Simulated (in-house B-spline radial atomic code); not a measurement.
A fraction x of an electron is moved 3p → 3d in Ge VI (Ge5+), starting from [Ar] 3d9 and keeping the highest spin. Computed with a B-spline radial code for spherical atoms: non-relativistic BHandHLYP, spin-polarised, spherical fractional occupations, point nucleus.

Caution: exact exchange at fractional occupations of open shells leaves self-interaction of up to several eV.

```json
{"x": "0", "E(x) - E(0) (eV)": "0.0000", "3p down level (eV)": "-202.309", "3d down level (eV)": "-109.148"}
{"x": "0.125", "E(x) - E(0) (eV)": "11.5832", "3p down level (eV)": "-201.686", "3d down level (eV)": "-109.516"}
{"x": "0.25", "E(x) - E(0) (eV)": "23.0424", "3p down level (eV)": "-201.061", "3d down level (eV)": "-109.882"}
{"x": "0.375", "E(x) - E(0) (eV)": "?", "3p down level (eV)": "?", "3d down level (eV)": "?"}
{"x": "0.5", "E(x) - E(0) (eV)": "45.5891", "3p down level (eV)": "-199.804", "3d down level (eV)": "-110.608"}
{"x": "0.625", "E(x) - E(0) (eV)": "?", "3p down level (eV)": "?", "3d down level (eV)": "?"}
{"x": "0.75", "E(x) - E(0) (eV)": "67.6402", "3p down level (eV)": "-198.539", "3d down level (eV)": "-111.326"}
{"x": "0.875", "E(x) - E(0) (eV)": "78.4800", "3p down level (eV)": "-197.904", "3d down level (eV)": "-111.681"}
{"x": "1", "E(x) - E(0) (eV)": "89.1960", "3p down level (eV)": "-197.267", "3d down level (eV)": "-112.034"}
```

Q: What belongs in the row x = 0.375?

A: An energy change of 34.3777 eV; 3p down at -200.433 eV, 3d down at -110.247 eV.

Q: What belongs in the row x = 0.625?

A: An energy change of 56.6766 eV; 3p down at -199.173 eV, 3d down at -110.968 eV.

Q: Check Janak's theorem between x = 0.125 and 0.25.

A: The slope of the energy is 91.67 eV; the orbital levels give 91.67 eV (ε of the receiving orbital less ε of the emptying one, averaged over the two points).
